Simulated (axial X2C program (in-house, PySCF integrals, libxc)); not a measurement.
## Density and ELF of HBr

Computed with an axial X2C code built on PySCF integrals. Two-component (2c) means X2C with spin–orbit coupling and atomic mean-field two-electron Coulomb and Gaunt terms. Basis: Br dyall-cv3z [8s9p6d4f1g], H dyall-v3z [6s2p1d] (cores contracted in-house); Gaussian nuclei, density fitting, unrestricted open shells. Masses: Br 78.918 u, H 1.008 u.

PBE0, 2c, state Ω = 0 (closed shell); Br at z = 0, H at z = 1.420 Å.

The maps cover the half plane through the axis: z from -2.4 to 3.6 Å along the bond, ρ from 0.15 to 2.25 Å away from it (steps of 0.3 Å, the bottom row nearest the axis).

log10 of the density in e/bohr³:

digits 0 to 9 span -6.30 to 1.44 evenly
```
122333444443332221100
223344444444433322110
233444555554443332210
233455566655544433211
334455666666555443221
334556677766655543321
334566778776666544322
344566799977776544322
```

Electron localisation function (collinear form, no current term, damped to 0 at low density):

digits 0 to 9 span 0.00 to 1.00 evenly
```
000000122210000000000
000012455431000000000
000125677642100000000
000146788764211000000
000257888875444210000
000257875666788630000
000357413137999972000
000356272718999983000
```

Occupations by symmetry block were frozen at the best pattern of an incomplete PBE0 search.
